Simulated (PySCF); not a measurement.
Magnetisability and related constants of `InChI=1S/C7H14N2/c1-2-6-9(5-1)8-7-3-4-7/h7-8H,1-6H2`

The calculation used common gauge origin B97-2/pcSseg-0 magnetisability, rotational g tensor and spin-rotation constants, non-relativistic, gas phase (PySCF). Geometry: GFN2-xTB.

Input:
```
{"job": {"kind": "mag", "xc": "B97-2", "basis": "pcSseg-0", "grid": 3, "gauge": [0, 0, 0]}, "charge": 0, "multiplicity": 1}
C     -2.616915     0.099142     0.392339
C     -2.477033     0.258363    -1.120868
C     -0.997861     0.618362    -1.289555
N     -0.314542     0.162865    -0.074683
N      0.864620    -0.546212    -0.361352
C      1.839891    -0.449970     0.681579
C      3.274171    -0.333779     0.256948
C      2.557297     0.858710     0.808958
C     -1.283379    -0.529683     0.768458
H     -2.708522     1.076021     0.866629
H     -3.465520    -0.518730     0.681003
H     -2.698785    -0.688945    -1.615742
H     -3.138074     1.021722    -1.526322
H     -0.862177     1.701561    -1.369456
H     -0.553183     0.154340    -2.174861
H      0.676357    -1.530456    -0.591365
H      1.635808    -0.999059     1.603160
H      3.475007    -0.351337    -0.802306
H      4.026945    -0.816183     0.861614
H      2.270472     1.634284     0.118173
H      2.813223     1.211022     1.796123
H     -1.027164    -0.390315     1.821268
H     -1.295390    -1.614736     0.553274
```
Coordinates are in Å.

Command: `OMP_NUM_THREADS=1 python excited_run.py task.json out`

Q: What does the run print?

A: Atoms count from 0.
```
coarse grid: 18408 points
cycle   1  E = -383.5740844729  dE =  1.207e+00  |g| = 3.002e-01  |ddm| = 4.800e+00
cycle   2  E = -383.5813967639  dE = -7.312e-03  |g| = 2.869e-01  |ddm| = 1.032e+00
cycle   3  E = -383.6025551113  dE = -2.116e-02  |g| = 3.019e-02  |ddm| = 3.891e-01
cycle   4  E = -383.6027421218  dE = -1.870e-04  |g| = 1.327e-02  |ddm| = 6.368e-02
cycle   5  E = -383.6027806418  dE = -3.852e-05  |g| = 3.511e-03  |ddm| = 2.160e-02
cycle   6  E = -383.6027834029  dE = -2.761e-06  |g| = 9.321e-04  |ddm| = 7.209e-03
final grid: 263944 points
cycle   7  E = -383.5609844972  dE = -3.331e-05  |g| = 3.530e-03  |ddm| = 3.100e-02
cycle   8  E = -383.5609823010  dE =  2.196e-06  |g| = 4.780e-03  |ddm| = 1.077e-02
cycle   9  E = -383.5609871939  dE = -4.893e-06  |g| = 2.635e-04  |ddm| = 6.795e-03
cycle  10  E = -383.5609872076  dE = -1.368e-08  |g| = 1.113e-04  |ddm| = 4.896e-04
cycle  11  E = -383.5609872106  dE = -3.051e-09  |g| = 1.650e-05  |ddm| = 1.636e-04
cycle  12  E = -383.5609872107  dE = -7.935e-11  |g| = 6.735e-06  |ddm| = 5.275e-05
converged SCF energy = -383.5609872107

Magnetisability tensor (1e-30 J/T^2)
    -4355.55     -309.54     1497.92
     -309.54   -13912.82     -227.16
     1497.92     -227.16   -13418.62
isotropic -10562.33   principal values  -14011.71 -13572.79  -4102.49
isotropic susceptibility -636.078 1e-6 cm^3/mol

Inertial axes            a          b          c
rot. const./GHz      4.5246     0.8629     0.8144
chi total          -247.251   -817.542   -843.442
chi diamagnetic    -416.935  -1558.107  -1646.655
chi paramagnetic    169.684    740.565    803.213
quadrupole/D A        0.768     -0.519     -0.249
g nuclear            0.6752     0.5917     0.5923
g electronic        -0.3607    -0.3002    -0.3073
g total              0.3145     0.2915     0.2849

Spin-rotation constants (kHz, H = +C I.J)
atom  isotope        aa         bb         cc
  3    14N        0.106      0.019     -0.002
  4    14N        0.399      0.020      0.026
  9     1H       -0.423     -0.029     -0.029
 10     1H       -0.080      0.368      0.440
 11     1H       -0.713      0.096      0.123
 12     1H       -0.214      0.414      0.446
 13     1H        0.061     -0.292     -0.152
 14     1H        0.196     -0.402     -0.201
 15     1H        0.119     -0.327     -0.408
 16     1H       -0.193     -0.288     -0.232
 17     1H       -0.281      0.058     -0.009
 18     1H       -0.425      0.695      0.561
 19     1H       -0.219     -0.342     -0.454
 20     1H        0.064      0.243      0.156
 21     1H        0.396     -0.431     -0.251
 22     1H       -0.381     -0.311     -0.236
  0    13C*       0.209      0.066      0.082
  2    13C*       0.452      0.021      0.058
  5    13C*       0.383     -0.035     -0.014
  6    13C*       0.321      0.117      0.121
* in the singly substituted isotopologue
```

The gauge origin or the origin of the moments was moved on purpose, so origin-dependent values are not properties of the molecule.

It took 12 s wall time on 1 thread of an Intel Xeon 6975P-C, shared host, peak memory 0.75 GiB.
